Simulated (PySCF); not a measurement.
# How methods differ on the excitation energy of In+

In+ [Kr] 4d10 5s2 (1S) → In+ [Kr] 4d9 5s2 6s1 (3D), as a difference of total energies. All numbers are calculated (PySCF 2.14, scalar relativity through the core potential, in aug-cc-pwCVTZ-PP with ECP28MDF). Correlated levels: valence and next inner shell: nothing frozen outside the core potential. The calculations carry no spin-orbit coupling.

| method | excitation energy (eV) |
| --- | --- |
| UHF | 24.810 |
| PBE0 | 25.502 |
| r2SCAN | 25.690 |
| wB97X | 25.763 |
| BLYP | 25.292 |
| HSE06 | 25.494 |
| MP2 (valence and next inner shell) | 25.952 |
| SCS-MP2 (valence and next inner shell) | 25.789 |

Task: Estimate what LDA gives.

Result: 25.670 eV, closest to r2SCAN among the rows shown.

Task: Estimate what PBE gives.

Result: 25.368 eV, closest to BLYP among the rows shown.

The upper state lies above the first ionisation limit, where it may autoionise and the basis confines it. A Rydberg-like electron needs more diffuse functions than a valence basis has.

The promoted electron is Rydberg-like, and one or two diffuse shells describe it only roughly, which tends to raise the upper state.
